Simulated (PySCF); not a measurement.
## Calculated data, BFHN, H4N2Si, CH6BNSi

Computed with PySCF 2.14.0. Calculation on a computer-drawn molecule: optimised geometry and harmonic frequencies of an isolated molecule of the commonest isotopes, restricted reference for singlets and unrestricted otherwise, frozen core in MP2.

Common to all runs: charge 0; multiplicity 1.

```yaml
- entry: 1
  formula: BFHN
  start_structure:
    atoms_angstrom:
      - ["N", -0.0015, -0.3405, 0.237]
      - [B, -0.8884, -0.1506, -0.4933]
      - [F, -1.9068, 0.1244, -1.296]
      - [H, 0.8422, -0.4787, 0.7919]
  given:
    method: HF
    basis: cc-pVDZ
    drawn_bonds_atom: [1, 2, 1]
    drawn_bonds_other_atom: [2, 3, 4]
    drawn_bonds_order: [2, 1, 1]
  results:
    optimised_atom_element: ["N", B, F, H]
    "optimised_atom_x [angstrom]": [0.05001, -0.9055, -1.917, 0.8184]
    "optimised_atom_y [angstrom]": [-0.33, -0.1195, 0.1034, -0.4994]
    "optimised_atom_z [angstrom]": [0.2233, -0.5101, -1.287, 0.8132]
    "modes_frequency [cm^-1]": [401.4, 401.4, 516.9, 516.9, 1039, 2248, 4109]
    "modes_reduced_mass [dalton]": [1.688, 1.688, 2.664, 2.664, 10.98, 8.268, 1.103]
    "rotational_constants [GHz]": [8.852, 8.852]
    "total_energy [hartree]": -179.2097
    "convergence_status_largest_gradient_component [hartree/bohr]": 5.219e-06
- entry: 2
  formula: H4N2Si
  start_structure:
    atoms_angstrom:
      - ["N", -2.2481, 2.1612, -2.9135]
      - [Si, -2.1366, 1.797, -1.3987]
      - ["N", -0.8201, 1.5871, -0.3724]
      - [H, -1.5211, 2.3433, -3.5755]
      - [H, -3.3492, 1.5694, -0.6092]
      - [H, -0.914, 1.3476, 0.5952]
      - [H, 0.1342, 1.6847, -0.6589]
  given:
    method: MP2
    basis: "cc-pV(D+d)Z"
    drawn_bonds_atom: [1, 2, 1, 2, 3, 3]
    drawn_bonds_other_atom: [2, 3, 4, 5, 6, 7]
    drawn_bonds_order: [2, 1, 1, 1, 1, 1]
  results:
    optimised_atom_element: ["N", Si, "N", H, H, H, H]
    "optimised_atom_x [angstrom]": [-2.309, -2.129, -0.8063, -1.512, -3.343, -0.9216, 0.1657]
    "optimised_atom_y [angstrom]": [2.17, 1.8, 1.585, 2.344, 1.57, 1.343, 1.68]
    "optimised_atom_z [angstrom]": [-2.958, -1.409, -0.3616, -3.574, -0.6112, 0.6181, -0.6372]
    "modes_frequency [cm^-1]": [211.4, 293.0, 364.2, 464.7, 625.5, 727.7, 729.3, 867.5, 956.6, 1168, 1550, 2351, 3619, 3621, 3738]
    "modes_reduced_mass [dalton]": [1.215, 2.704, 1.512, 1.212, 1.231, 1.06, 1.472, 3.693, 1.128, 6.472, 1.136, 1.043, 1.05, 1.078, 1.098]
    "rotational_constants [GHz]": [41.32, 6.561, 5.662]
    "total_energy [hartree]": -400.6035
    "convergence_status_largest_gradient_component [hartree/bohr]": 9.822e-06
- entry: 3
  formula: CH6BNSi
  start_structure:
    atoms_angstrom:
      - ["N", -2.8829, 0.4284, -2.2966]
      - [C, -2.1337, 0.8259, -1.2026]
      - [B, -0.8973, 0.2821, -0.6896]
      - [Si, 0.754, -0.1486, 0.2271]
      - [H, -3.8993, 0.5927, -2.1911]
      - [H, -2.7851, -0.4582, -2.5913]
      - [H, -2.4749, 1.7286, -0.8121]
      - [H, 1.954, 0.1321, -0.4738]
      - [H, 0.8858, -1.6249, 0.4721]
      - [H, 0.8766, 0.4322, 1.4722]
  given:
    method: HF
    basis: "cc-pV(D+d)Z"
    drawn_bonds_atom: [1, 2, 3, 1, 1, 2, 4, 4, 4]
    drawn_bonds_other_atom: [2, 3, 4, 5, 6, 7, 8, 9, 10]
    drawn_bonds_order: [1, 2, 1, 1, 1, 1, 1, 1, 1]
  results:
    optimised_atom_element: ["N", C, B, Si, H, H, H, H, H, H]
    "optimised_atom_x [angstrom]": [-2.896, -2.134, -0.9328, 0.7794, -3.881, -2.654, -2.526, 1.959, 0.7888, 0.8928]
    "optimised_atom_y [angstrom]": [0.5227, 0.7835, 0.2901, -0.2123, 0.5166, -0.3473, 1.606, 0.0144, -1.633, 0.6494]
    "optimised_atom_z [angstrom]": [-2.345, -1.192, -0.6706, 0.2213, -2.152, -2.782, -0.5881, -0.6457, 0.6445, 1.424]
    "modes_frequency [cm^-1]": [56.29, 127.2, 173.6, 313.6, 384.7, 528.5, 663.5, 692.0, 775.4, 859.3, 996.1, 1008, 1044, 1160, 1168, 1391, 1737, 1802, 2299, 2300, 2312, 3246, 3742, 3835]
    "modes_reduced_mass [dalton]": [1.36, 3.056, 2.24, 1.295, 3.051, 2.648, 1.212, 2.0, 1.329, 1.636, 1.099, 1.038, 1.04, 2.942, 1.267, 1.409, 2.914, 1.293, 1.047, 1.05, 1.022, 1.082, 1.051, 1.095]
    "rotational_constants [GHz]": [35.49, 1.91, 1.856]
    "total_energy [hartree]": -409.3542
    "convergence_status_largest_gradient_component [hartree/bohr]": 8.635e-06
```
